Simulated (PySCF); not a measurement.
# Computed records: Al2H4

Computed with PySCF 2.14.0. Calculation on a computer-drawn molecule: vertical ionisation energy to the stated ion spin, frozen-core CCSD(T) at the basis limit and cheaper methods, single-reference cases, UHF for radicals, no spin-orbit; all values are single points at the evaluated structure, the first of each entry, which is the reference or a displaced copy of it and isn't optimised; the reference structure only sets the zero of the energies above reference; triples share is (T) over the correlation energy.

Common to all runs: charge 0; multiplicity 1; ion multiplicity 2; diffuse functions no; basis cc-pV(n+d)Z; reference is the Hartree-Fock double-zeta minimum; best is HF at quadruple zeta + MP2 correlation extrapolated from triple and quadruple zeta + CCSD(T) minus MP2 at triple zeta; basis step is the size of the change from the same recipe one zeta lower.

(1) Al2H4

Evaluated structure:
```xyz
6
Al2H4
Al    -0.0223    -0.8739    -0.7198
Al     1.8727     0.8150    -0.0549
H     -1.2510    -0.5917    -1.8673
H     -0.0431    -2.4033    -0.2013
H      1.6374     1.7705     1.1510
H      3.1377     0.9067    -0.7436
```

Reference structure:
```xyz
6
Al2H4
Al     0.0337    -0.9673    -0.7349
Al     1.8453     0.8036    -0.0473
H     -1.1233    -0.6287    -1.7708
H      0.0292    -2.4411    -0.1396
H      1.6383     1.7830     1.1873
H      3.2136     0.9595    -0.8410
```

Results for Al2H4: ionisation energy best 9.193 eV; ionisation energy basis step 0.03506 eV; energy above reference best 6.315 kcal/mol; energy above reference basis step 0.152 kcal/mol; ionisation energy Koopmans at triple zeta 9.235 eV; ionisation energy EOM CCSD at triple zeta 9.165 eV; total energy HF triple zeta -486.1350 hartree; total energy CCSD(T) triple zeta -486.3425 hartree; total energy best -486.3667 hartree; T1 diagnostic at triple zeta 0.01108; D1 diagnostic at triple zeta 0.02005; ion T1 diagnostic at triple zeta 0.021; ion D1 diagnostic at triple zeta 0.0599; ion spin squared at triple zeta 0.7716; triples share at triple zeta 0.02163; basis functions triple zeta 134; dipole magnitude HF at triple zeta 0.9077 debye; dipole magnitude CCSD unrelaxed at triple zeta 0.8195 debye; dipole magnitude PBE at triple zeta 0.755 debye; dipole magnitude r2SCAN at triple zeta 0.7865 debye; dipole magnitude B3LYP at triple zeta 0.8197 debye; dipole magnitude wB97X at triple zeta 0.8424 debye.

Drawn bonds:
| atom | other atom | order |
| --- | --- | --- |
| 1 | 2 | 1 |
| 1 | 3 | 1 |
| 1 | 4 | 1 |
| 2 | 5 | 1 |
| 2 | 6 | 1 |

Triple zeta:
| method | ionisation energy (eV) | energy above reference (kcal/mol) |
| --- | --- | --- |
| HF | 8.317 | 6.462 |
| PBE | 8.789 | 6.219 |
| r2SCAN | 8.86 | 6.169 |
| B3LYP | 8.966 | 6.061 |
| wB97X | 9.072 | 6.167 |
| MP2 | 9.036 | 6.274 |
| CCSD | 9.077 | 6.24 |
| CCSD(T) | 9.098 | 6.233 |

(2) Al2H4

Evaluated structure:
```xyz
6
Al2H4
Al    -0.0223    -0.8739    -0.7198
Al     1.8727     0.8150    -0.0549
H     -1.3281    -0.5740    -1.9394
H     -0.0431    -2.4033    -0.2013
H      1.6374     1.7705     1.1510
H      3.1377     0.9067    -0.7436
```

Reference structure:
```xyz
6
Al2H4
Al     0.0337    -0.9673    -0.7349
Al     1.8453     0.8036    -0.0473
H     -1.1233    -0.6287    -1.7708
H      0.0292    -2.4411    -0.1396
H      1.6383     1.7830     1.1873
H      3.2136     0.9595    -0.8410
```

Results for Al2H4: ionisation energy best 9.202 eV; ionisation energy basis step 0.03564 eV; energy above reference best 10.12 kcal/mol; energy above reference basis step 0.1604 kcal/mol; ionisation energy Koopmans at triple zeta 9.264 eV; ionisation energy EOM CCSD at triple zeta 9.178 eV; total energy HF triple zeta -486.1285 hartree; total energy CCSD(T) triple zeta -486.3366 hartree; total energy best -486.3606 hartree; T1 diagnostic at triple zeta 0.01164; D1 diagnostic at triple zeta 0.02291; ion T1 diagnostic at triple zeta 0.02444; ion D1 diagnostic at triple zeta 0.06048; ion spin squared at triple zeta 0.7922; triples share at triple zeta 0.02197; basis functions triple zeta 134; dipole magnitude HF at triple zeta 1.166 debye; dipole magnitude CCSD unrelaxed at triple zeta 1.031 debye; dipole magnitude PBE at triple zeta 0.9579 debye; dipole magnitude r2SCAN at triple zeta 1 debye; dipole magnitude B3LYP at triple zeta 1.043 debye; dipole magnitude wB97X at triple zeta 1.079 debye.

Drawn bonds:
| atom | other atom | order |
| --- | --- | --- |
| 1 | 2 | 1 |
| 1 | 3 | 1 |
| 1 | 4 | 1 |
| 2 | 5 | 1 |
| 2 | 6 | 1 |

Triple zeta:
| method | ionisation energy (eV) | energy above reference (kcal/mol) |
| --- | --- | --- |
| HF | 8.344 | 10.52 |
| PBE | 8.789 | 9.463 |
| r2SCAN | 8.864 | 9.801 |
| B3LYP | 8.969 | 9.772 |
| wB97X | 9.092 | 10.06 |
| MP2 | 9.071 | 10.32 |
| CCSD | 9.088 | 10.03 |
| CCSD(T) | 9.107 | 9.973 |

(3) Al2H4

Evaluated structure:
```xyz
6
Al2H4
Al     0.0433    -0.9569    -0.7428
Al     1.8774     0.7982    -0.0456
H     -1.1189    -0.6532    -1.7423
H      0.0315    -2.4674    -0.1724
H      1.6397     1.7872     1.2099
H      3.1892     0.9533    -0.8217
```

Reference structure:
```xyz
6
Al2H4
Al     0.0337    -0.9673    -0.7349
Al     1.8453     0.8036    -0.0473
H     -1.1233    -0.6287    -1.7708
H      0.0292    -2.4411    -0.1396
H      1.6383     1.7830     1.1873
H      3.2136     0.9595    -0.8410
```

It finds ionisation energy best 9.159 eV; ionisation energy basis step 0.03511 eV; energy above reference best 0.9555 kcal/mol; energy above reference basis step 0.05135 kcal/mol; ionisation energy Koopmans at triple zeta 9.192 eV; ionisation energy EOM CCSD at triple zeta 9.129 eV; total energy HF triple zeta -486.1438 hartree; total energy CCSD(T) triple zeta -486.3510 hartree; total energy best -486.3752 hartree; T1 diagnostic at triple zeta 0.01083; D1 diagnostic at triple zeta 0.01901; ion T1 diagnostic at triple zeta 0.02019; ion D1 diagnostic at triple zeta 0.05928; ion spin squared at triple zeta 0.7679; triples share at triple zeta 0.02154; basis functions triple zeta 134; dipole magnitude HF at triple zeta 0.3103 debye; dipole magnitude CCSD unrelaxed at triple zeta 0.2829 debye; dipole magnitude PBE at triple zeta 0.2598 debye; dipole magnitude r2SCAN at triple zeta 0.2709 debye; dipole magnitude B3LYP at triple zeta 0.2809 debye; dipole magnitude wB97X at triple zeta 0.2888 debye.

Drawn bonds:
| atom | other atom | order |
| --- | --- | --- |
| 1 | 2 | 1 |
| 1 | 3 | 1 |
| 1 | 4 | 1 |
| 2 | 5 | 1 |
| 2 | 6 | 1 |

Triple zeta:
| method | ionisation energy (eV) | energy above reference (kcal/mol) |
| --- | --- | --- |
| HF | 8.272 | 0.9058 |
| PBE | 8.76 | 1.043 |
| r2SCAN | 8.828 | 0.9519 |
| B3LYP | 8.935 | 0.899 |
| wB97X | 9.033 | 0.9084 |
| MP2 | 8.994 | 0.8844 |
| CCSD | 9.042 | 0.9269 |
| CCSD(T) | 9.064 | 0.9367 |

(4) Al2H4

Evaluated structure:
```xyz
6
Al2H4
Al    -0.0185    -0.9736    -0.7130
Al     1.7868     0.8068    -0.0671
H     -1.1484    -0.7229    -1.7991
H     -0.0009    -2.3840    -0.1607
H      1.6104     1.7080     1.1487
H      3.2050     0.9609    -0.8513
```

Reference structure:
```xyz
6
Al2H4
Al     0.0337    -0.9673    -0.7349
Al     1.8453     0.8036    -0.0473
H     -1.1233    -0.6287    -1.7708
H      0.0292    -2.4411    -0.1396
H      1.6383     1.7830     1.1873
H      3.2136     0.9595    -0.8410
```

The calculation gives: ionisation energy best 9.194 eV; ionisation energy basis step 0.03491 eV; energy above reference best 2.091 kcal/mol; energy above reference basis step 0.1124 kcal/mol; ionisation energy Koopmans at triple zeta 9.225 eV; ionisation energy EOM CCSD at triple zeta 9.164 eV; total energy HF triple zeta -486.1419 hartree; total energy CCSD(T) triple zeta -486.3491 hartree; total energy best -486.3734 hartree; T1 diagnostic at triple zeta 0.01074; D1 diagnostic at triple zeta 0.01887; ion T1 diagnostic at triple zeta 0.02009; ion D1 diagnostic at triple zeta 0.05945; ion spin squared at triple zeta 0.7671; triples share at triple zeta 0.0214; basis functions triple zeta 134; dipole magnitude HF at triple zeta 0.3431 debye; dipole magnitude CCSD unrelaxed at triple zeta 0.3035 debye; dipole magnitude PBE at triple zeta 0.2735 debye; dipole magnitude r2SCAN at triple zeta 0.2916 debye; dipole magnitude B3LYP at triple zeta 0.2967 debye; dipole magnitude wB97X at triple zeta 0.3118 debye.

Drawn bonds:
| atom | other atom | order |
| --- | --- | --- |
| 1 | 2 | 1 |
| 1 | 3 | 1 |
| 1 | 4 | 1 |
| 2 | 5 | 1 |
| 2 | 6 | 1 |

Triple zeta:
| method | ionisation energy (eV) | energy above reference (kcal/mol) |
| --- | --- | --- |
| HF | 8.302 | 2.107 |
| PBE | 8.794 | 2.441 |
| r2SCAN | 8.862 | 2.112 |
| B3LYP | 8.969 | 1.97 |
| wB97X | 9.065 | 1.949 |
| MP2 | 9.026 | 1.937 |
| CCSD | 9.076 | 2.06 |
| CCSD(T) | 9.099 | 2.088 |

(5) Al2H4

Evaluated structure:
```xyz
6
Al2H4
Al     0.0128    -0.9858    -0.7144
Al     2.1788     1.1194     0.0817
H     -1.1182    -0.5966    -1.7619
H      0.0506    -2.4235    -0.1053
H      1.9324     2.0738     1.3209
H      3.5770     1.2789    -0.7235
```

Reference structure:
```xyz
6
Al2H4
Al     0.0337    -0.9673    -0.7349
Al     1.8453     0.8036    -0.0473
H     -1.1233    -0.6287    -1.7708
H      0.0292    -2.4411    -0.1396
H      1.6383     1.7830     1.1873
H      3.2136     0.9595    -0.8410
```

Results for Al2H4: ionisation energy best 8.35 eV; ionisation energy basis step 0.02609 eV; energy above reference best 13.25 kcal/mol; energy above reference basis step 0.204 kcal/mol; ionisation energy Koopmans at triple zeta 8.21 eV; ionisation energy EOM CCSD at triple zeta 8.316 eV; total energy HF triple zeta -486.1256 hartree; total energy CCSD(T) triple zeta -486.3318 hartree; total energy best -486.3556 hartree; T1 diagnostic at triple zeta 0.01045; D1 diagnostic at triple zeta 0.01964; ion T1 diagnostic at triple zeta 0.0164; ion D1 diagnostic at triple zeta 0.04679; ion spin squared at triple zeta 0.7582; triples share at triple zeta 0.02267; basis functions triple zeta 134; dipole magnitude HF at triple zeta 0.2875 debye; dipole magnitude CCSD unrelaxed at triple zeta 0.2607 debye; dipole magnitude PBE at triple zeta 0.2431 debye; dipole magnitude r2SCAN at triple zeta 0.2529 debye; dipole magnitude B3LYP at triple zeta 0.2604 debye; dipole magnitude wB97X at triple zeta 0.2677 debye.

Drawn bonds:
| atom | other atom | order |
| --- | --- | --- |
| 1 | 2 | 1 |
| 1 | 3 | 1 |
| 1 | 4 | 1 |
| 2 | 5 | 1 |
| 2 | 6 | 1 |

Triple zeta:
| method | ionisation energy (eV) | energy above reference (kcal/mol) |
| --- | --- | --- |
| HF | 7.385 | 12.3 |
| PBE | 8.107 | 11.67 |
| r2SCAN | 8.113 | 12.61 |
| B3LYP | 8.222 | 12.24 |
| wB97X | 8.246 | 13.86 |
| MP2 | 8.142 | 13.07 |
| CCSD | 8.225 | 13.08 |
| CCSD(T) | 8.267 | 12.95 |

(6) Al2H4

Evaluated structure:
```xyz
6
Al2H4
Al     0.0321    -0.9661    -0.7248
Al     1.8439     0.8040    -0.0563
H     -1.1187    -0.6437    -1.7641
H      0.0363    -2.4451    -0.1357
H      1.6347     1.7900     1.2061
H      3.2064     0.9555    -0.8454
```

Reference structure:
```xyz
6
Al2H4
Al     0.0337    -0.9673    -0.7349
Al     1.8453     0.8036    -0.0473
H     -1.1233    -0.6287    -1.7708
H      0.0292    -2.4411    -0.1396
H      1.6383     1.7830     1.1873
H      3.2136     0.9595    -0.8410
```

Results for Al2H4: ionisation energy best 9.168 eV; ionisation energy basis step 0.03534 eV; energy above reference best 0.09563 kcal/mol; energy above reference basis step 0.01256 kcal/mol; ionisation energy Koopmans at triple zeta 9.209 eV; ionisation energy EOM CCSD at triple zeta 9.14 eV; total energy HF triple zeta -486.1450 hartree; total energy CCSD(T) triple zeta -486.3523 hartree; total energy best -486.3766 hartree; T1 diagnostic at triple zeta 0.01096; D1 diagnostic at triple zeta 0.01916; ion T1 diagnostic at triple zeta 0.02034; ion D1 diagnostic at triple zeta 0.05945; ion spin squared at triple zeta 0.7683; triples share at triple zeta 0.02165; basis functions triple zeta 134; dipole magnitude HF at triple zeta 0.05685 debye; dipole magnitude CCSD unrelaxed at triple zeta 0.0497 debye; dipole magnitude PBE at triple zeta 0.04529 debye; dipole magnitude r2SCAN at triple zeta 0.04796 debye; dipole magnitude B3LYP at triple zeta 0.04971 debye; dipole magnitude wB97X at triple zeta 0.05218 debye.

Drawn bonds:
| atom | other atom | order |
| --- | --- | --- |
| 1 | 2 | 1 |
| 1 | 3 | 1 |
| 1 | 4 | 1 |
| 2 | 5 | 1 |
| 2 | 6 | 1 |

Triple zeta:
| method | ionisation energy (eV) | energy above reference (kcal/mol) |
| --- | --- | --- |
| HF | 8.288 | 0.1386 |
| PBE | 8.763 | 0.03295 |
| r2SCAN | 8.834 | 0.07839 |
| B3LYP | 8.941 | 0.09966 |
| wB97X | 9.042 | 0.1018 |
| MP2 | 9.006 | 0.1318 |
| CCSD | 9.052 | 0.1026 |
| CCSD(T) | 9.074 | 0.09666 |

(7) Al2H4

Evaluated structure:
```xyz
6
Al2H4
Al     0.1076    -0.9204    -0.6286
Al     1.8931     0.7847    -0.0541
H     -1.1807    -0.5724    -1.7922
H      0.0067    -2.4879    -0.3647
H      1.6236     1.7240     1.0877
H      3.1088     1.1239    -0.8483
```

Reference structure:
```xyz
6
Al2H4
Al     0.0337    -0.9673    -0.7349
Al     1.8453     0.8036    -0.0473
H     -1.1233    -0.6287    -1.7708
H      0.0292    -2.4411    -0.1396
H      1.6383     1.7830     1.1873
H      3.2136     0.9595    -0.8410
```

It finds ionisation energy best 9.443 eV; ionisation energy basis step 0.03567 eV; energy above reference best 9.025 kcal/mol; energy above reference basis step 0.1309 kcal/mol; ionisation energy Koopmans at triple zeta 9.539 eV; ionisation energy EOM CCSD at triple zeta 9.423 eV; total energy HF triple zeta -486.1294 hartree; total energy CCSD(T) triple zeta -486.3381 hartree; total energy best -486.3623 hartree; T1 diagnostic at triple zeta 0.01197; D1 diagnostic at triple zeta 0.02374; ion T1 diagnostic at triple zeta 0.03043; ion D1 diagnostic at triple zeta 0.07812; ion spin squared at triple zeta 0.8208; triples share at triple zeta 0.02196; basis functions triple zeta 134; dipole magnitude HF at triple zeta 1.445 debye; dipole magnitude CCSD unrelaxed at triple zeta 1.284 debye; dipole magnitude PBE at triple zeta 1.148 debye; dipole magnitude r2SCAN at triple zeta 1.211 debye; dipole magnitude B3LYP at triple zeta 1.264 debye; dipole magnitude wB97X at triple zeta 1.327 debye.

Drawn bonds:
| atom | other atom | order |
| --- | --- | --- |
| 1 | 2 | 1 |
| 1 | 3 | 1 |
| 1 | 4 | 1 |
| 2 | 5 | 1 |
| 2 | 6 | 1 |

Triple zeta:
| method | ionisation energy (eV) | energy above reference (kcal/mol) |
| --- | --- | --- |
| HF | 8.602 | 9.941 |
| PBE | 8.996 | 8.527 |
| r2SCAN | 9.079 | 8.593 |
| B3LYP | 9.188 | 8.636 |
| wB97X | 9.335 | 8.835 |
| MP2 | 9.347 | 9.285 |
| CCSD | 9.336 | 9.057 |
| CCSD(T) | 9.35 | 8.991 |

(8) Al2H4

Evaluated structure:
```xyz
6
Al2H4
Al     0.0154    -0.8663    -0.7684
Al     1.8385     0.8220    -0.0791
H     -1.0909    -0.6593    -1.7959
H      0.0683    -2.4512    -0.1218
H      1.5686     1.7006     1.2139
H      3.2925     0.9418    -0.9456
```

Reference structure:
```xyz
6
Al2H4
Al     0.0337    -0.9673    -0.7349
Al     1.8453     0.8036    -0.0473
H     -1.1233    -0.6287    -1.7708
H      0.0292    -2.4411    -0.1396
H      1.6383     1.7830     1.1873
H      3.2136     0.9595    -0.8410
```

It finds ionisation energy best 9.169 eV; ionisation energy basis step 0.03608 eV; energy above reference best 4.505 kcal/mol; energy above reference basis step 0.0853 kcal/mol; ionisation energy Koopmans at triple zeta 9.235 eV; ionisation energy EOM CCSD at triple zeta 9.142 eV; total energy HF triple zeta -486.1371 hartree; total energy CCSD(T) triple zeta -486.3453 hartree; total energy best -486.3695 hartree; T1 diagnostic at triple zeta 0.01167; D1 diagnostic at triple zeta 0.02124; ion T1 diagnostic at triple zeta 0.0221; ion D1 diagnostic at triple zeta 0.05953; ion spin squared at triple zeta 0.7789; triples share at triple zeta 0.02214; basis functions triple zeta 134; dipole magnitude HF at triple zeta 0.749 debye; dipole magnitude CCSD unrelaxed at triple zeta 0.6687 debye; dipole magnitude PBE at triple zeta 0.5996 debye; dipole magnitude r2SCAN at triple zeta 0.6332 debye; dipole magnitude B3LYP at triple zeta 0.6568 debye; dipole magnitude wB97X at triple zeta 0.688 debye.

Drawn bonds:
| atom | other atom | order |
| --- | --- | --- |
| 1 | 2 | 1 |
| 1 | 3 | 1 |
| 1 | 4 | 1 |
| 2 | 5 | 1 |
| 2 | 6 | 1 |

Triple zeta:
| method | ionisation energy (eV) | energy above reference (kcal/mol) |
| --- | --- | --- |
| HF | 8.312 | 5.118 |
| PBE | 8.74 | 3.713 |
| r2SCAN | 8.816 | 4.269 |
| B3LYP | 8.925 | 4.467 |
| wB97X | 9.05 | 4.565 |
| MP2 | 9.024 | 4.936 |
| CCSD | 9.055 | 4.572 |
| CCSD(T) | 9.073 | 4.49 |
